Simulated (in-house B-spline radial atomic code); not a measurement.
Results of a calculation; reference values are marked as such.
Softness against transferability: the 4s channel of Sc

Sc, [Ar] 3d1 4s2, non-relativistic PBE, spherical and spin-unpolarised, from an all-electron radial atomic-structure program (B-spline basis) (atomic units). The all-electron 4s level is ε = -0.152566 hartree, its outermost node lies just inside 1.36 bohr and its outer maximum at 3.14 bohr.

Troullier-Martins pseudo-orbitals are made for several radii. The cutoffs (hartree) are the plane-wave energies beyond which the orbital holds less than the named kinetic energy per electron. The phase error is the difference, pseudo minus all-electron, of arctan(R P'/P) at R = 3.9 bohr for all radii, half a hartree below and above the level.

```tsv
r_c (bohr)	V_l(0) (hartree)	cutoff for 10 mEh	for 1 mEh	for 0.1 mEh	phase error at ε − 0.5 (mrad)	at ε + 0.5 (mrad)
2.35	-0.66	1.28	5.78	13.3	-1.0	-26.3
2.73	0.87	1.28	2.33	6.2	-0.8	-13.0
3.14	0.74	1.22	2.25	5.92	-0.9	-15.2
3.55	0.39	1.04	2	5.12	-1.5	-29.2
3.6	0.36	1.04	2	4.99	-1.7	-31.9
```

Task: Which radius needs the lowest cutoff for 0.1 mEh while both phase errors stay within 26.4 mrad?

Result: The radii within that limit are 2.35, 2.73, 3.14 bohr; of these r_c = 3.14 needs the least, 5.92 hartree, that is 11.8 Ry or 161 eV.

Task: What does the larger radius buy, and what does it cost?

Result: From r_c = 2.35 to 3.6 bohr the cutoff for 1 mEh goes from 5.78 to 2 hartree, a factor of 2.89, against 2.35 for a pure 1/r_c² scaling, end to end; step by step it is 5.78, 2.33, 2.25, 2, 2, and for 0.1 mEh 13.3, 6.2, 5.92, 5.12, 4.99; the number of plane waves goes as the cutoff to the power 3/2, here a factor of 4.9. The larger of the two phase errors is least at r_c = 2.73 bohr, 13.0 mrad; it is 26.3 at the smallest radius and 31.9 at the largest. These errors test the reference atom alone. The smallest radius lies well inside the outer maximum, where the nodeless form must bend sharply to keep the norm, so it is both harder and scatters less well than the next. Large radii also let the cores of neighbours overlap, which an atom doesn't show.
